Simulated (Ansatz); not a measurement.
The cluster Cu₂S was relaxed with B3LYP-D4 (def2-TZVP) in Ansatz in these states: neutral quintet, neutral singlet, neutral triplet. The geometries follow in no particular order.

A:

```xyz
3

Cu    0.759   -1.142   -0.007
Cu    0.165    1.080    0.828
S    -0.924    0.062   -0.822
```

B:

```xyz
3

Cu    1.049    0.261   -0.945
Cu   -0.101    0.028    1.431
S    -0.948   -0.290   -0.487
```

C:

```xyz
3

Cu   -0.871   -0.692   -0.876
Cu   -0.401    0.868    1.044
S     1.271   -0.176   -0.169
```

Judge from the bond lengths which geometry belongs to which state (an estimate).

A is the neutral triplet (Cu1–Cu2 2.447 Å, Cu1–S3 2.224 Å, Cu2–S3 2.224 Å); B is the neutral singlet (Cu1–Cu2 2.650 Å, Cu1–S3 2.121 Å, Cu2–S3 2.121 Å); C is the neutral quintet (Cu1–Cu2 2.518 Å, Cu1–S3 2.314 Å, Cu2–S3 2.314 Å).

At PBE0-D4/def2-TZVP a singlet lies 1.44 eV below the neutral triplet. At PBE0-D4/def2-TZVP a singlet lies 4.10 eV below the neutral quintet. These are the stationary points nearest to one start from a short search; other shapes may lie lower in each state.
